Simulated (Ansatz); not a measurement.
Consider the homolysis of the S–Si bond: `O[Si](O)(O)S` → `[SH]`• + `O[Si](O)O`•.

Gas-phase electronic energies from Ansatz, PBE0-D4/def2-TZVP geometries. CBS: MP2 limit from def2 TZ/QZ plus the TZ coupled-cluster correction, frozen cores. This one scheme is used for every species. DFT in def2-TZVPP. Open shells (•) are unrestricted, without spin–orbit coupling. Each species was taken in one conformer, which may not be the lowest.

| level | ΔE (kJ/mol) |
| --- | --- |
| PBE | 397.1 |
| HF/def2-SVP | 311.7 |
| MP2/def2-QZVPP | 429.5 |
| CCSD/CBS(def2) | 412.4 |

Question: What does CCSD(T)/CBS give? (An estimate is asked.)

Answer: Ansatz gave: +421.6 kJ/mol. The listed levels differ from it by -24.5, -109.9, 7.9, -9.2 kJ/mol.

Largest T1 diagnostic among the species: 0.014.

The D4 term adds +15.4 kJ/mol with B3LYP and +8.2 kJ/mol with PBE0; it sums over pairs of atoms, weighted by their polarisabilities, and B3LYP, whose exchange is more repulsive, gets the larger term. From PBE to PBE0 (25 % exact exchange), in def2-TZVPP and without D4, ΔE moves by +5.2 kJ/mol. At CCSD(T), def2-SVP lies −30.2 kJ/mol from the extrapolated value and def2-TZVPP −13.1 kJ/mol: correlation converges slowly with the basis, and small sets miss more of it in the bonded molecule than in its fragments.

B3LYP here is the variant with VWN-RPA as its local correlation; programs differ in this.
